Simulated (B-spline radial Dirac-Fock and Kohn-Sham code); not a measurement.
How the binding energies of P⁴⁺ add up

System: phosphorus as P⁴⁺ in the configuration [Ne] 3s1, inside a Watson sphere of charge -4 and radius 2.2 Å (a model of the Madelung potential; inside it an electron's potential energy is raised by 26.2 eV); nuclear rms radius 3.1889 fm (A = 31).

The run's input, task.json:

```json
{"items": [{
  "Z": 15,
  "q": 4,
  "cfg": [[1, 0, 2], [2, 0, 2], [2, 1, 6], [3, 0, 1]],
  "A": 31,
  "rrms": 3.1889,
  "watson": [-4, 2.2],
  "do": ["binding"]
}]}
```

Run with: `python xray_run.py task.json out`

The computed values come from a radial B-spline solver: Dirac-Fock ΔSCF + Breit + QED. Correlation and solid-state effects are left out. Energies are counted from the vacuum level. Subshells whose hole state is unreliable or did not converge are left out.

All terms are in eV, carry their sign (relaxation lowers the binding energy) and add up to the binding energy; ⟨r⟩ is the mean radius of the orbital in the initial state.

```
subshell  −ε (Koopmans)  relaxation  Gaunt  retardation  self-energy  vacuum polarisation  binding energy  ⟨r⟩ (bohr)
   2p1/2          177.7       -3.93  -0.11         0.01         0.01                 0.00           173.7       0.478
   2p3/2          176.7       -3.89  -0.06         0.01         0.01                 0.00           172.8       0.481
      3s          38.43       -0.03  -0.01         0.00        -0.01                 0.00           38.39       1.614
```

Spin-orbit splittings: 2p 0.89 eV.
